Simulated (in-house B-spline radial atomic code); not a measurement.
Atomic self-consistent-field run: Zn IV (Zn3+). Computed with an all-electron radial atomic-structure program (B-spline basis): non-relativistic PBE0, spin-polarised, spherical fractional occupations, point nucleus, inside a hard spherical wall at 5.29 bohr.

Command:
```bash
python run_scf.py task.json out
```
Settings:
```
Z                30
configuration    [Ne] 3s2 3p5 3d10
hamiltonian      nr
method           pbe0
spin_polarised   True
wall_radius      5.29
```

Output (hartree, bohr):
```
 radial grid: 43 intervals, B-splines of order 8, outer radius 5.29 bohr

 iter        energy (Eh)    residual
    1       -1761.709466    4.83e-01
    2       -1763.545426    7.38e-01
    3       -1773.724765    7.28e-02
    4       -1773.859570    2.64e-02
    5       -1773.865600    8.77e-03
    6       -1773.866645    5.29e-03
    7       -1773.867385    2.90e-04
    8       -1773.867387    2.37e-05
    9       -1773.867387    1.76e-06
   10       -1773.867387    7.61e-08

 total energy                     -1773.86739
 kinetic                            1772.6924
 electron-nucleus                  -4206.8591
 Hartree                             729.7197
 exact exchange                      -16.9317
 exchange-correlation                -52.4888

 orbital      occ     eigenvalue          <r>       <r^2>       <1/r>       r_max
 1s up      1.000      -349.3386    0.0510984  0.00349865     29.5103     0.03371
 1s down    1.000      -349.3103    0.0510953   0.0034982     29.5117     0.03371
 2s up      1.000       -43.9473     0.229463   0.0620483     6.44592      0.1923
 2s down    1.000       -43.9253     0.229402   0.0620033     6.44627      0.1923
 2p up      3.000       -38.9073     0.199533   0.0487544     6.40502      0.1534
 2p down    3.000       -38.8713     0.199571   0.0487662     6.40329      0.1535
 3s up      1.000        -6.4787     0.685936    0.542281     2.06035      0.5955
 3s down    1.000        -6.3611     0.688043    0.545931     2.05334      0.5961
 3p up      3.000        -4.8489     0.708169    0.589545     1.93682      0.5944
 3p down    2.000        -4.6766     0.712903    0.598255     1.92503      0.5959
 3d up      5.000        -2.0574     0.804118    0.819243     1.61843      0.5587
 3d down    5.000        -1.9886     0.815058    0.845438     1.60463      0.5598
```

Cost of the run: 0.13 s on 1 thread of Arm Neoverse V1 (shared host).

Caution: exact exchange at fractional occupations of open shells leaves self-interaction of up to several eV.
